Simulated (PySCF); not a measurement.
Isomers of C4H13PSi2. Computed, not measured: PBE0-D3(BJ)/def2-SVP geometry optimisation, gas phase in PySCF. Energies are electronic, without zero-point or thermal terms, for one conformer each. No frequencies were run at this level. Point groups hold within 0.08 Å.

Question: Rank from lowest to highest electronic energy at this level (kJ/mol).
A. `[CH2:1]=[C:2]([CH3:3])[SiH2:4][PH:5][SiH2:6][CH3:7]` with C1–C2–Si4–P5 -8°, C2–Si4–P5–Si6 178°, Si4–P5–Si6–C7 169°
B. `[PH2:1][SiH2:2][SiH2:3][CH:4]1[CH2:5][CH2:6][CH2:7]1` with H–P1–Si2–Si3 -46° and 48°, P1–Si2–Si3–C4 177°, Si2–Si3–C4–C5 -168°, Si3–C4–C5–C6 99°, C4–C5–C6–C7 17°, C5–C6–C7–C4 -17°, Si3–C4–C7–C6 -100°
C. `[H]/P=C(/[SiH3])[Si](C)(C)C`

Answer: C (0.0), A (8.0), B (69.9).

As drawn, the highest has a four-membered ring and an Si–Si bond, which the lowest lacks. Neighbours under 10 kJ/mol apart ([H]/P=C(/[SiH3])[Si](C)(C)C and C=C(C)[SiH2]P[SiH2]C) can change places with a better method, another conformer or zero-point energy.

| SMILES | E (Eh) | E rel (kJ/mol) | dipole (D) | point group | A, B, C (MHz) |
| --- | --- | --- | --- | --- | --- |
| [H]/P=C(/[SiH3])[Si](C)(C)C | -1079.63726 | 0.0 | 1.62 | near Cs | 1598, 1105, 834.1 |
| C=C(C)[SiH2]P[SiH2]C | -1079.63423 | 8.0 | 0.71 | C1 | 4286, 558.4, 506.9 |
| P[SiH2][SiH2]C1CCC1 | -1079.61064 | 69.9 | 1.85 | C1 | 4095, 530.2, 511.6 |

How do the relative energies change in single points at PBE0/pcSseg-1 (no added dispersion term) on the same geometries?

```tsv
SMILES	PBE0-D3(BJ)/def2-SVP (kJ/mol)	PBE0/pcSseg-1 (kJ/mol)	shift
[H]/P=C(/[SiH3])[Si](C)(C)C	0.0	0.0	0.0
C=C(C)[SiH2]P[SiH2]C	8.0	7.8	-0.2
P[SiH2][SiH2]C1CCC1	69.9	78.5	+8.6
```

Each column counts from its own lowest isomer. The order is unchanged; the largest shift is 8.6 kJ/mol.
